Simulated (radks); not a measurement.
Spherical quantum dot in the effective-mass picture: electrons in a parabolic well V = omega^2 r^2 / 2 with omega = 1.71, with a point charge +1 (a donor) at the centre, all in effective atomic units (hartree* = m*/eps^2 hartree, bohr* = eps/m* bohr), one dielectric constant everywhere. Calculated with a radial shooting solver with Libxc functionals: non-relativistic Kohn-Sham, exchange-only LDA, spin-polarised, spherical densities. Levels are named by radial order and angular momentum (1s, 1p, 1d, 2s, ...), and open shells are averaged over m.

N = 2, configuration 1s2. This is the lowest configuration that the search found. Occupied and some empty levels:

level  occupation  eigenvalue (hartree*)  <r> (bohr*)
1s              2                 2.6048       0.7755
1p              0                 4.6429        1.132
2s              0                 6.0467        1.258
1d              0                 6.4024        1.376

Energy (hartree*): total 3.20584, kinetic 3.1875, external -1.3215, Hartree 2.3358, exchange-correlation -0.99597. Static polarisability (adiabatic kernel): 0.4030 bohr*^3, against N/omega^2 = 0.6840 from the generalised Kohn theorem, which the central charge breaks.

Electron density:

r (bohr*)  n(r) (e/bohr*^3)
0.120                 1.623
0.249                 1.218
0.377                0.8930
0.506                0.6365
0.635                0.4391
0.763                0.2919
0.892                0.1863
1.02                 0.1137
1.15                0.06611
1.28                0.03678
1.41                0.01937
1.54               0.009683
1.67               0.004593
